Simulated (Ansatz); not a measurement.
Computed with Ansatz.

A structure relaxed at PBE0-D4/def2-TZVP, charge 0, multiplicity 1:

```xyz
13

N     0.4664   -0.6444    1.9012
C     0.2161    0.1850    0.7500
O    -0.7405    1.1549    1.1159
N    -0.2449   -0.5073   -0.4154
Si   -0.0815    0.1599   -2.0033
H    -0.3793   -1.1458    2.1532
H     1.1838   -1.3276    1.6913
H     1.1676    0.6664    0.4811
H    -0.4806    1.4855    1.9823
H    -1.0913   -1.0291   -0.2261
H    -0.9957    1.2888   -2.3354
H    -0.3374   -0.9347   -2.9751
H     1.3173    0.6484   -2.1199
```

(1) Give its formula and SMILES.

(2) Point group (tolerance 0.08 Å, 0.16 Å for H)?

(3) Summarise the bond lengths by kind.

Answers

(1) CH8N2OSi, `NC(O)N[SiH3]`.

(2) C1.

(3) 2 × C–N 1.432 to 1.441 Å; 3 × H–N 1.012 to 1.015 Å; 1 × C–O 1.410 Å; 1 × C–H 1.100 Å; 1 × H–O 0.963 Å; 1 × N–Si 1.730 Å; 3 × H–Si 1.486 to 1.490 Å.
